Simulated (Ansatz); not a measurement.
`[GeH3][GeH3]` + `C[NH][InH2]` → `C[N]([GeH3])[InH2]` + GeH₄ at 298.15 K and 1 bar (cleavage of the Ge–Ge bond).

Program: Ansatz. Geometries: PBE0-D4/def2-TZVP. ΔE: electronic, gas phase. CCSD(T)/CBS adds triple-zeta CCSD(T) − MP2 to the extrapolated MP2 energy (def2 sets, frozen cores). Elements past krypton have def2 core potentials. For Ge, In outer-core shells are correlated without core-valence functions, which leaves a few kJ/mol of doubt a bond. Scalar relativity is left out up to krypton.

```
             species  CCSD(T)/CBS energy (Eh)  H − E (kJ/mol)  S (J/(mol·K))
      `[GeH3][GeH3]`              -4155.81928           138.0          299.9
       `C[NH][InH2]`               -286.14916           189.4          318.2
`C[N]([GeH3])[InH2]`              -2363.46641           230.5          381.6
                GeH₄              -2078.49493            88.5          217.3
```

H − E and S are ideal-gas, rigid-rotor, harmonic terms from PBE0-D4/def2-TZVP. 1 Eh = 2625.50 kJ/mol, R = 8.31446 J/(mol·K).

**Question.** By hand: ΔE, ΔH, ΔS and ΔG.

**Answer.** ΔE = (-2363.46641) + (-2078.49493) − (-4155.81928) − (-286.14916) = 0.00710 Eh = 18.6 kJ/mol. Δ(H − E) = 230.5 + 88.5 − 138.0 − 189.4 = -8.4, so ΔH = 10.2 kJ/mol. ΔS = 381.6 + 217.3 − 299.9 − 318.2 = -19.2 J/(mol·K). ΔG = 10.2 − 298.15 × (-19.2)/1000 = 15.9 kJ/mol.

**Question.** By hand: the equilibrium constant, and the temperature at which ΔG would vanish if ΔH and ΔS stayed fixed.

**Answer.** log₁₀ K = −ΔG/(RT ln 10) = -2.8. ΔH and −TΔS have one sign here, so there is no such temperature.

TΔS isn't small against ΔH here. A doubt of 5 kJ/mol in ΔE shifts log₁₀ K by 0.9 here. These are equilibria of isolated gas molecules and say nothing of rates. Largest T1 diagnostic: 0.016 (customary marks: 0.02 for closed shells, 0.045 for open ones).
